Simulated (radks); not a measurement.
Values are calculated unless marked as measured or tabulated.
Q: These are the eigenvalues of the occupied orbitals of an atom or ion with whole-number occupations (eV). Code: a radial shooting solver on a logarithmic mesh with Libxc functionals. Model: Dirac Kohn-Sham, PBE, spin-unpolarised, spherical densities, point nucleus.

1s1/2: -73800.53
2s1/2: -12868.47
2p1/2: -12319.89
2p3/2: -10788.46
3s1/2: -3017.716
3p1/2: -2772.765
3p3/2: -2438.792
3d3/2: -2029.337
3d5/2: -1957.010
4s1/2: -660.7676
4p1/2: -558.0383
4p3/2: -479.5945
4d3/2: -311.2602
4d5/2: -296.7325
5s1/2: -121.5390
5p1/2: -89.8015
4f5/2: -83.7222
4f7/2: -80.9151
5p3/2: -77.4354
5d3/2: -35.4544
5d5/2: -34.1911

Which element is it, and in what charge state? The configuration may be excited. Open shells, if any, fill j = l - 1/2 first.

A: Z = 76, osmium, charge +3: Os3+ in [Xe] 4f14 5d5. The list shows which subshells hold electrons but not how many an open one holds; the 1s level, -2712.1 hartree, gives Z - s = 73.6 by -(Z - s)^2/2, which with screening and relativity narrows Z to a few neighbours, and the depths of the outer levels then fix element, charge and occupations together.
